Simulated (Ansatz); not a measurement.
Steps of a relaxation of `OC(F)([SiH3])[SiH3]` with RKS PBE-D4/def2-SVP.

```sh
$ ansatz run in.yaml --threads 4 --pin off --events-out ev --progress --plain --max-ram 10444MiB
```

```yaml
crystal:
  periodic: [false, false, false]
  atoms:
    - {symbol: O, position_ang: [0.365900, 1.688900, 0.807000]}
    - {symbol: C, position_ang: [0.262800, 0.337600, 0.463800]}
    - {symbol: F, position_ang: [0.974900, -0.247800, 1.435900]}
    - {symbol: Si, position_ang: [-1.355300, -0.457500, 0.450400]}
    - {symbol: Si, position_ang: [0.998800, -0.173700, -1.208300]}
    - {symbol: H, position_ang: [0.861900, 1.774000, 1.601800]}
    - {symbol: H, position_ang: [-2.280900, 0.077800, -0.615800]}
    - {symbol: H, position_ang: [-1.318400, -1.929000, 0.271800]}
    - {symbol: H, position_ang: [-2.128100, -0.213100, 1.788200]}
    - {symbol: H, position_ang: [2.396600, 0.333900, -1.298900]}
    - {symbol: H, position_ang: [1.048700, -1.645400, -1.338000]}
    - {symbol: H, position_ang: [0.250000, 0.399200, -2.323700]}
basis:
  gaussian: {orbitals: def2-SVP}
hamiltonian: {xc: pbe, dispersion: d4}
relax: {f_tol: 0.03, max_steps: 200}
```

Positions (Å) and forces (eV/Å) along the path, 10 of 11 steps:

```xyz
12
step=1 energy=-21644.5338 eV
O     0.366    1.689    0.807   -1.958    1.305   -2.840
C     0.263    0.338    0.464    1.052    1.757   -0.421
F     0.975   -0.248    1.436    1.921   -2.637    2.185
Si   -1.355   -0.458    0.450   -4.135   -0.175    1.373
Si    0.999   -0.174   -1.208    1.439    0.427   -0.560
H     0.862    1.774    1.602    0.934   -0.218    1.503
H    -2.281    0.078   -0.616    0.245    0.056   -0.077
H    -1.318   -1.929    0.272    0.376   -0.315   -0.109
H    -2.128   -0.213    1.788    0.489   -0.118   -0.598
H     2.397    0.334   -1.299    0.305    0.081    0.003
H     1.049   -1.645   -1.338   -0.141   -0.441    0.078
H     0.250    0.399   -2.324   -0.527    0.278   -0.536
12
step=3 energy=-21645.3180 eV
O     0.291    1.650    0.656    0.112   -0.022    0.040
C     0.276    0.246    0.448   -0.013    0.057   -0.305
F     1.037   -0.382    1.457    0.127   -0.012    0.114
Si   -1.515   -0.458    0.562   -0.112   -0.139   -0.031
Si    1.128   -0.156   -1.259    0.019    0.004    0.083
H     0.741    1.791    1.515   -0.109   -0.037   -0.067
H    -2.351    0.150   -0.532    0.024   -0.007    0.039
H    -1.418   -1.948    0.352   -0.084    0.053    0.019
H    -2.124   -0.160    1.899    0.016    0.027    0.061
H     2.526    0.398   -1.249   -0.025   -0.014    0.008
H     1.160   -1.653   -1.447    0.012    0.093   -0.004
H     0.325    0.468   -2.369    0.035   -0.003    0.044
12
step=4 energy=-21645.3602 eV
O     0.310    1.631    0.596    0.204   -0.202    0.096
C     0.274    0.221    0.398    0.113    0.210    0.105
F     1.055   -0.389    1.420    0.027   -0.026   -0.036
Si   -1.530   -0.461    0.596    0.129   -0.032   -0.158
Si    1.177   -0.159   -1.284   -0.205    0.062    0.105
H     0.567    1.759    1.538   -0.238   -0.041   -0.209
H    -2.381    0.169   -0.471   -0.037    0.003    0.030
H    -1.507   -1.952    0.398   -0.059    0.005    0.043
H    -2.062   -0.117    1.958    0.034    0.021    0.024
H     2.571    0.398   -1.229   -0.019   -0.016    0.038
H     1.208   -1.647   -1.497    0.017    0.019   -0.003
H     0.395    0.492   -2.390    0.033   -0.004   -0.034
12
step=5 energy=-21645.3696 eV
O     0.353    1.617    0.553    0.126   -0.280    1.719
C     0.288    0.205    0.368    0.141    0.373    0.232
F     1.083   -0.402    1.393   -0.079   -0.059   -0.171
Si   -1.524   -0.458    0.608    0.174    0.019   -0.053
Si    1.197   -0.159   -1.305   -0.142    0.057    0.090
H     0.377    1.735    1.570   -0.234   -0.095   -1.773
H    -2.401    0.186   -0.428   -0.022    0.005    0.019
H    -1.568   -1.953    0.437   -0.009    0.028    0.034
H    -1.990   -0.079    1.991    0.044    0.003   -0.055
H     2.591    0.388   -1.205   -0.015   -0.014    0.010
H     1.228   -1.642   -1.529    0.002   -0.035   -0.014
H     0.444    0.508   -2.419    0.013   -0.001   -0.039
12
step=6 energy=-21645.4538 eV
O     0.426    1.547    0.542    0.010    0.472    0.454
C     0.303    0.161    0.379    0.083    0.228    0.294
F     1.091   -0.494    1.375   -0.026   -0.127   -0.039
Si   -1.509   -0.461    0.620    0.025   -0.060   -0.031
Si    1.192   -0.144   -1.295    0.025   -0.199   -0.192
H     0.224    1.821    1.474   -0.109   -0.380   -0.515
H    -2.391    0.188   -0.410   -0.004    0.004    0.017
H    -1.594   -1.956    0.487    0.007    0.015    0.010
H    -1.944   -0.047    1.999   -0.006    0.032    0.016
H     2.587    0.386   -1.159    0.014    0.010   -0.003
H     1.230   -1.620   -1.576   -0.015    0.012   -0.016
H     0.462    0.564   -2.402   -0.003   -0.007    0.005
12
step=7 energy=-21645.4978 eV
O     0.434    1.557    0.581   -0.013   -0.059    0.205
C     0.329    0.176    0.378   -0.039    0.079   -0.049
F     1.111   -0.517    1.351    0.047   -0.076    0.088
Si   -1.485   -0.445    0.625    0.019   -0.035   -0.081
Si    1.203   -0.154   -1.308   -0.011    0.026   -0.064
H     0.060    1.754    1.467   -0.018    0.069   -0.106
H    -2.371    0.199   -0.404   -0.013   -0.002    0.000
H    -1.590   -1.939    0.524    0.018   -0.008    0.001
H    -1.911    0.002    1.997    0.016    0.033    0.025
H     2.603    0.365   -1.173    0.021   -0.014   -0.027
H     1.219   -1.628   -1.601   -0.025    0.006    0.029
H     0.476    0.574   -2.403   -0.003   -0.018   -0.021
12
step=8 energy=-21645.5066 eV
O     0.458    1.557    0.644   -0.030   -0.109   -0.083
C     0.341    0.186    0.386    0.146    0.261    0.091
F     1.114   -0.545    1.350   -0.079   -0.042   -0.076
Si   -1.471   -0.447    0.604    0.024    0.009    0.044
Si    1.202   -0.130   -1.311   -0.041   -0.100    0.045
H    -0.001    1.761    1.484   -0.040   -0.008    0.029
H    -2.369    0.173   -0.431    0.016   -0.006   -0.009
H    -1.553   -1.944    0.533    0.000    0.006   -0.005
H    -1.896    0.032    1.971   -0.004   -0.012   -0.013
H     2.626    0.335   -1.222   -0.021    0.011    0.001
H     1.151   -1.611   -1.552    0.031   -0.028   -0.052
H     0.475    0.577   -2.421   -0.002    0.020    0.027
12
step=9 energy=-21645.5092 eV
O     0.461    1.558    0.661    0.100    0.053   -0.018
C     0.352    0.196    0.393   -0.178   -0.046    0.024
F     1.099   -0.563    1.352    0.094    0.005    0.048
Si   -1.461   -0.438    0.603    0.017   -0.010   -0.043
Si    1.196   -0.142   -1.308    0.018    0.052   -0.001
H    -0.020    1.763    1.490   -0.006   -0.041   -0.031
H    -2.346    0.169   -0.449   -0.018    0.000    0.002
H    -1.534   -1.935    0.540   -0.011   -0.012   -0.004
H    -1.901    0.045    1.962   -0.002    0.007    0.005
H     2.617    0.336   -1.239   -0.004   -0.005    0.000
H     1.160   -1.621   -1.569   -0.008   -0.002    0.010
H     0.454    0.576   -2.401   -0.002   -0.001    0.007
12
step=10 energy=-21645.5107 eV
O     0.470    1.557    0.652   -0.016    0.016    0.033
C     0.350    0.192    0.396   -0.001   -0.015   -0.029
F     1.110   -0.558    1.354    0.001   -0.005    0.022
Si   -1.463   -0.442    0.603   -0.005    0.006    0.015
Si    1.196   -0.141   -1.305    0.002    0.013   -0.005
H    -0.018    1.768    1.476    0.015   -0.011   -0.031
H    -2.354    0.168   -0.444    0.008    0.006   -0.004
H    -1.544   -1.939    0.534    0.010    0.000    0.000
H    -1.901    0.040    1.962   -0.009   -0.003    0.005
H     2.617    0.336   -1.231   -0.002   -0.003    0.000
H     1.158   -1.619   -1.569   -0.003    0.000   -0.002
H     0.455    0.583   -2.394    0.000   -0.004   -0.003
12
step=11 energy=-21645.5109 eV
O     0.470    1.558    0.652    0.005    0.010    0.001
C     0.351    0.193    0.397   -0.010   -0.005    0.002
F     1.110   -0.555    1.358    0.002   -0.002    0.004
Si   -1.462   -0.441    0.605    0.005   -0.008   -0.010
Si    1.195   -0.141   -1.305   -0.007   -0.002   -0.002
H    -0.019    1.770    1.474    0.001    0.001    0.000
H    -2.348    0.171   -0.445    0.001    0.001    0.001
H    -1.537   -1.938    0.530    0.000    0.002    0.002
H    -1.906    0.035    1.965    0.001    0.001    0.000
H     2.618    0.331   -1.233   -0.001    0.000    0.001
H     1.153   -1.619   -1.570    0.001    0.000   -0.001
H     0.453    0.583   -2.393    0.001    0.001   -0.001
```

Run time 16 s (4 threads of an Arm Neoverse V1 on a shared host); peak host memory 0.16 GiB.
